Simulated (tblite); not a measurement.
Species: C6H9O2 (doublet state).
Cartesian coordinates in Å at the GFN2-xTB level; atoms count from 1:
```
atom  x, y, z in Å
C1    -2.6132   -0.4198   -0.4929
C2    -1.2191   -0.8769   -0.2679
C3    -0.1682   -0.0185   -0.0318
C4    -0.3951    1.4658    0.0111
C5     1.1058   -0.5242    0.1685
O6     2.1675    0.2983    0.4045
C7     3.3747   -0.2306    0.5912
O8     3.6564   -1.3972    0.5760
H9    -2.6693    0.2464   -1.3565
H10   -2.9794    0.1481    0.3650
H11   -3.2782   -1.2617   -0.6608
H12   -1.0249   -1.9378   -0.2918
H13   -0.8022    1.8123   -0.9375
H14   -1.1100    1.7151    0.7936
H15    0.5362    1.9881    0.2057
H16    1.3215   -1.5829    0.1484
H17    4.0906    0.5875    0.7654
```

Computed with GFN2-xTB (tblite): harmonic, unscaled wavenumbers at the GFN2-xTB geometry, gas phase. This tight-binding method is rough: wavenumbers can miss measured ones by several per cent, in bad cases by 10 to 20. One conformer, not necessarily the lowest. Open shells enter through the occupations alone, without spin polarisation, and single modes of such species can be off by tens of per cent.

Harmonic wavenumbers (cm⁻¹): 60.5, 65.5, 116.0, 123.0, 142.6, 241.7, 250.7, 270.3, 380.6, 431.1, 464.6, 547.8, 685.1, 725.8, 739.7, 884.3, 891.9, 997.1, 1000.9, 1038.6, 1053.3, 1068.3, 1119.8, 1153.5, 1213.2, 1313.4, 1352.8, 1399.2, 1403.1, 1437.0, 1464.3, 1477.1, 1481.3, 1488.8, 1494.5, 1744.4, 2848.1, 2956.9, 2980.5, 3012.7, 3024.4, 3057.4, 3071.2, 3077.1, 3092.7.

A = 5876, B = 925.4, C = 807.4 MHz; mass 113.060 u (most abundant isotopes); point group Cs, symmetry number 1; spin multiplicity 2.

Question: Zero-point energy?

Answer: Half the sum of the wavenumbers: 29421 cm⁻¹ = 351.96 kJ/mol.

Question: Entropy at 500 K, 1 bar (ideal gas, RRHO, classical rotation)?

Answer: Translation 178.57, rotation 126.46, vibration 191.69, spin (R ln 2) 5.76: S = 502.5 J/(mol K).

Question: And Cp and H(500 K) − H(0)?

Answer: Cp = 212.48 J/(mol K), of which vibrations give 179.22 (their classical limit is 45 R = 374.2); H(500 K) − H(0) = 64.54 kJ/mol without the zero-point energy, 47.92 from vibrations.

Question: What must be added to the electronic energy to get the Gibbs energy at 500 K and 1 bar?

Answer: ZPE + [H(500 K) − H(0)] − T·S = 351.96 + 64.54 − 251.24 = 165.26 kJ/mol.

Question: Which modes carry the vibrational entropy at 500 K?

Answer: 60.5 cm⁻¹: 22.86; 65.5 cm⁻¹: 22.20; 116.0 cm⁻¹: 17.48; 123.0 cm⁻¹: 16.99; 142.6 cm⁻¹: 15.78; 241.7 cm⁻¹: 11.50 J/(mol K); the other 39 give 84.88 together.

Hindered rotation and anharmonicity are outside this model. Other conformers, if any are populated, would add a mixing term that is left out.

On Arm Neoverse V2, one thread, on a shared host, this took 0.42 s wall. The figure is for the frequency step alone.
